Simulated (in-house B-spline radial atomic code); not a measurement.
**RPA and G0W0 on PBE: Ne IV (Ne3+)**

Configuration [He] 2s2 2p3, highest spin, mean-field start PBE. Computed with a B-spline radial code for spherical atoms: all electrons, scalar-relativistic (spin-free one-electron X2C), finite nucleus, each spin shell either full or empty, empty states to l = 9 with an (l + 1/2)⁻⁴ tail; G0W0 by contour deformation at full frequency.

Command:
```bash
python run_gw.py task.json out
```
Settings (radii: box in bohr, nucleus in fm):
```
Z                        10
electrons                7
configuration            [He] 2s2 2p3
hamiltonian              x2c
method                   pbe,pbe
lmax                     9
rms_radius               3.0055
spin_polarised           True
box_radius               14.14
intervals                70
```

Cost of the run: 0.9 s on 1 thread of AMD EPYC 9R14 (shared host).

Energies (hartree):

```tsv
term	value
mean-field total	-124.35264
Hartree-Fock functional on these orbitals	-124.24435
direct second order	-0.4203
second-order exchange	0.19989
SOSEX correction	0.17667
```

Q: What is the RPA correlation energy, and what remains with SOSEX?

A: RPA gives -0.36727 hartree (-1.43 eV per electron); RPA + SOSEX gives -0.19059, and the second-order doubles -0.22041 hartree (no singles). SOSEX takes back 48 % of the RPA value.

Quasi-particle levels (eV):

```json
{"level": "2p up", "occupied": "yes", "mean field": "-83.74", "Σx - vxc": "-14.80", "Σc": "?", "QP weight": "?", "G0W0": "?"}
{"level": "2s down", "occupied": "yes", "mean field": "-97.90", "Σx - vxc": "-9.31", "Σc": "-2.11", "QP weight": "0.950", "G0W0": "-109.32"}
{"level": "2p down", "occupied": "no", "mean field": "-74.92", "Σx - vxc": "15.60", "Σc": "-4.41", "QP weight": "0.954", "G0W0": "-63.73"}
```

G0W0 = mean field + (Σx - vxc) + Σc, with Σc (partial-wave tail included) taken at the quasi-particle energy. Levels of low weight are left out.

Q: Where does G0W0 put 2p up?

A: At -96.73 eV, with Σc = 1.80 eV and a quasi-particle weight of 0.942. The tabulated removal energy is 97.190 ± 0.0025 eV (NIST, semi-empirical).
